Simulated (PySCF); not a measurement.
**Worked example: oscillator strength and radiative lifetime**

Se(iPr)(NH2) (C₃H₉NSe), SMILES CC(C)[Se]N.

Coordinates come from a ωB97X-D3(BJ)/def2-SVP optimisation. Other conformers were not sampled.

TDDFT-PBE0/def2-SVPD in PySCF 2.14.0 puts the first singlet state with f over 0.02 at 5.94 eV (vertical), with the transition dipole (0.267, 0.360, 0.090) in atomic units.

### Question
Find the oscillator strength, the wavelength and the radiative lifetime that this transition would have in vacuum if emission retraced absorption.

### Answer

|μ|² = 0.2090 au, so |μ| = 1.16 D. ΔE = 5.94/27.211 = 0.2183 hartree. f = (2/3) ΔE |μ|² = 0.030 (the program prints 0.030).
λ = 1239.84/5.94 = 209 nm; ν = 47909 cm⁻¹.
Einstein's coefficient A = 0.6670 ν² f s⁻¹ (ν in cm⁻¹) = 4.7e7 s⁻¹, so τ = 1/A = 21 ns. This state is S4; the lower singlets have f = 0.001, 0.019, 0.007. The figure is the radiative limit of this one transition; relaxation, internal conversion, crossing to triplets and a medium change what is measured.
